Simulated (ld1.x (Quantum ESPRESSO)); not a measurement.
## Which change was made? (Ca, TM semilocal)

Ca (Z = 20), norm-conserving Troullier–Martins (semilocal form), made with ld1.x (Quantum ESPRESSO) 7.5 (LDA (PZ), scalar-relativistic). Core [Ne] 3s2, reference 3p6 3d0 4s2 4p0. Waves: 4s (bound): rc 3.70 bohr; 3p (bound): rc 1.85 bohr; 3d (bound, empty): rc 1.55 bohr. Local part: the d channel. Core correction: Bessel-smoothed model core inside 1.10 bohr.

Cutoffs, loose and tight: the cutoffs (Ry, on a coarse ladder) from which the occupation-weighted sum of valence levels, in a spherical-Bessel basis at the reference potential, stays within 10 and 1 mRy of its value at 400 Ry. They do not see the model core or the augmentation charge, which bear on the density cutoff. Test errors are all-electron minus pseudo excitation energies from the reference, over the configurations 3p6 3d0 4s1 4p0; 3p6 3d0 4s0 4p0; 3p6 3d0 4s1.5 4p0; 3p6 3d0 4s1 4p1; 3p6 3d0 4s0 4p2; 3p6 3d1 4s1 4p0; 3p6 3d1 4s0 4p0 (two spin-polarised tests are not counted in the largest error); variants that change the core or the reference have their own tests.

The base gives: outcome: generated; cutoff, loose: 30 Ry; cutoff, tight: 50 Ry; bound ghosts: none; largest test error (meV): -82.

(1) After one change the result is: outcome: generated; cutoff, loose: 30 Ry; cutoff, tight: 45 Ry; bound ghosts: s; largest test error (meV): -83. Which change was it?
A. form changed from semilocal to separable (Kleinman–Bylander), still TM
B. wave 4s (bound): rc 3.70 bohr becomes 4s (bound): rc 5.40 bohr
C. reference 3p6 3d0 4s0 4p0
D. wave 3p (bound): rc 1.85 bohr becomes 3p (bound): rc 2.58 bohr
E. wave 3p (bound): rc 1.85 bohr becomes 3p (bound): rc 1.14 bohr

Answers

(1) A. The others give: wave 3p (bound): rc 1.85 bohr becomes 3p (bound): rc 1.14 bohr → outcome: generated; cutoff, loose: 60 Ry; cutoff, tight: 80 Ry; bound ghosts: none; largest test error (meV): -83 | wave 3p (bound): rc 1.85 bohr becomes 3p (bound): rc 2.58 bohr → outcome: generated; cutoff, loose: 25 Ry; cutoff, tight: 40 Ry; bound ghosts: none; largest test error (meV): -248 | reference 3p6 3d0 4s0 4p0 → outcome: generated; cutoff, loose: 30 Ry; cutoff, tight: 50 Ry; bound ghosts: none; largest test error (meV): -346 | wave 4s (bound): rc 3.70 bohr becomes 4s (bound): rc 5.40 bohr → outcome: generated; cutoff, loose: 30 Ry; cutoff, tight: 50 Ry; bound ghosts: none; largest test error (meV): -261. In the semilocal form every listed channel keeps its own potential, so the choice of the local channel does not act on these tests. It acts once the file is put into the separable form.
